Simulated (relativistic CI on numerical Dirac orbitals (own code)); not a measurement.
Ru³⁺: 4s photoemission

Computed with this model: Dirac-Coulomb-Breit CI, separate exchange-only KLI orbitals for each configuration, model QED (radiative potential, 1s self-energy scaled to tabulated hydrogen-like ionisation energies), multiplet model of photoemission in the sudden approximation, unscaled Slater integrals; configurations [Kr] 4d5 → [Ar] 3d10 4s 4p6 4d5; 80 K; Lorentzian 2.8 eV and Gaussian 0.6 eV FWHM. Energies are those of the free ion, without screening or charge transfer. The energies are binding energies and can lie tens of eV above those of solids. Without intra-shell correlation the exchange splitting of an s hole comes out too large, often by half or more. S is read from ⟨S²⟩ = S(S + 1).

Computed curve for free ion, scaled to 100 at the maximum (points under 2 are left out and the grid is thinned):

```
Energy (eV)  Intensity
      110.6        2.0
      111.0        2.2
      111.8        2.5
      112.2        2.8
      112.6        3.0
      113.4        3.6
      113.8        3.9
      114.2        4.3
      115.0        5.4
      115.4        6.1
      115.8        6.9
      116.6        9.1
      117.0       10.7
      117.4       12.7
      118.2       18.7
      118.6       23.4
      119.0       29.8
      119.4       38.7
      120.2       66.8
      120.6       84.4
      121.0       97.9
      121.8       89.5
      122.2       72.5
      122.6       55.9
      123.4       33.1
      123.8       26.3
      124.2       21.4
      125.0       15.3
      125.4       13.5
      125.8       12.2
      126.6       10.8
      127.0       10.6
      127.4       10.6
      128.2       11.5
      128.6       12.5
      129.0       14.0
      129.8       19.3
      130.2       23.8
      130.6       30.1
      131.4       50.2
      131.8       62.5
      132.2       71.1
      133.0       62.8
      133.4       50.4
      133.8       38.8
      134.2       29.7
      135.0       18.2
      135.4       14.6
      135.8       11.9
      136.6        8.4
      137.0        7.2
      137.4        6.2
      138.2        4.8
      138.6        4.3
      139.0        3.8
      139.8        3.1
      140.2        2.9
      140.6        2.6
      141.4        2.2
      141.8        2.1
```

The ground state has S = 2.49, and the centroid lies at 125.90 eV.
